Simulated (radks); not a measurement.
Question: The mean radii <r> (bohr) of the occupied orbitals of an atom or ion are listed with their occupations. All-electron calculation, Dirac Kohn-Sham, BLYP, spin-unpolarised, spherical densities, finite nucleus; Fermi nuclear charge, rms radius of each element as measured or else 0.836 A^(1/3) + 0.57 fm. Program: a radial shooting solver on a logarithmic mesh with Libxc functionals.

| orbital | occ. | <r> |
|---|---|---|
| 1s1/2 | 2 | 0.02905 |
| 2s1/2 | 2 | 0.1251 |
| 2p1/2 | 2 | 0.1058 |
| 2p3/2 | 4 | 0.1112 |
| 3s1/2 | 2 | 0.3392 |
| 3p1/2 | 2 | 0.3299 |
| 3p3/2 | 4 | 0.3411 |
| 3d3/2 | 4 | 0.3125 |
| 3d5/2 | 6 | 0.3161 |
| 4s1/2 | 2 | 0.8174 |
| 4p1/2 | 2 | 0.8633 |
| 4p3/2 | 4 | 0.8925 |
| 4d3/2 | 4 | 1.064 |
| 4d5/2 | 6 | 1.077 |

Name the element and its charge. Open shells, if any, are shared by 2j + 1.

Answer: Z = 50, tin, charge +4: Sn4+ in [Kr] 4d10. The 1s radius gives Z: for a bare nucleus <r> = (2 gamma + 1)/(2Z) with gamma = sqrt(1 - (Z/c)^2), 0.02862 bohr for Z = 50, and screening makes it slightly larger (0.02905 here). The occupations add up to 46, and the charge is Z minus that.
